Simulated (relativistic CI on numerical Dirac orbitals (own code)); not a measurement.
**Ni²⁺ in a cubic cluster: 1s photoemission with charge transfer**

Computed with a charge-transfer multiplet model of a cubic metal-ligand cluster with up to 2 ligand holes, Slater and spin-orbit integrals from Dirac-Coulomb-Breit ions, Slater integrals scaled by 0.9. The ground state mixes d8 with configurations of k ligand holes L, whose averages lie at kΔ + k(k − 1)U_dd/2; a core hole lowers each added d electron by U_cd. 300 K, Lorentzian 1.1 eV and Gaussian 0.6 eV FWHM.

Atomic integrals in eV (Slater integrals scaled, ζ unscaled), ground: F2dd 10.953, F4dd 6.797, zeta_d 0.080; with the core hole: F2dd 12.512, F4dd 7.807, zeta_d 0.112, G2cd 0.073.

Cluster parameters (eV): Δ = 2.2, U_dd = 6.2, U_cd = 7.4, 10Dq(ligand) = 1.3, V(eg) = 2.75, V(t2g) = -1.22, final-state hopping factor = 0.8.

| Case | n_d | d8 | d9L | d10L2 | S |
| --- | --- | --- | --- | --- | --- |
| 10Dq = 0.15 eV | 8.44 | 0.59 | 0.38 | 0.03 | 1.00 |
| 10Dq = 0.45 eV | 8.42 | 0.61 | 0.37 | 0.03 | 1.00 |
| 10Dq = 0.75 eV | 8.41 | 0.62 | 0.36 | 0.03 | 1.00 |
| 10Dq = 1.05 eV | 8.39 | 0.63 | 0.34 | 0.02 | 1.00 |
| 10Dq = 1.35 eV | 8.38 | 0.64 | 0.33 | 0.02 | 1.00 |

Weights, n_d and S are thermal averages at 300 K. Binding energies count from the first peak over 30 % of the highest in each spectrum, which can be another peak from case to case. The parameters are a model scan and need not match a compound or its usual spin state. Peaks in eV (height, largest 100):
- 10Dq = 0.15 eV: 0.0 (100), 5.6 (42), 10.0 (19)
- 10Dq = 0.45 eV: 0.0 (100), 5.6 (42), 9.9 (19)
- 10Dq = 0.75 eV: 0.0 (100), 5.6 (41), 9.7 (18)
- 10Dq = 1.05 eV: 0.0 (100), 5.6 (41), 9.5 (18)
- 10Dq = 1.35 eV: 0.0 (100), 5.7 (41), 9.5 (17)

For the case 10Dq = 0.45 eV, Δ = 2.2 eV is smaller than U_dd = 6.2 eV, the charge-transfer side of the Zaanen-Sawatzky-Allen scheme. With the core hole the average of the configuration with one ligand hole lies at Δ − U_cd = -5.2 eV before mixing: it lies below the unscreened one, so the lowest final states are mostly screened and the unscreened weight appears at higher binding energy as a satellite.
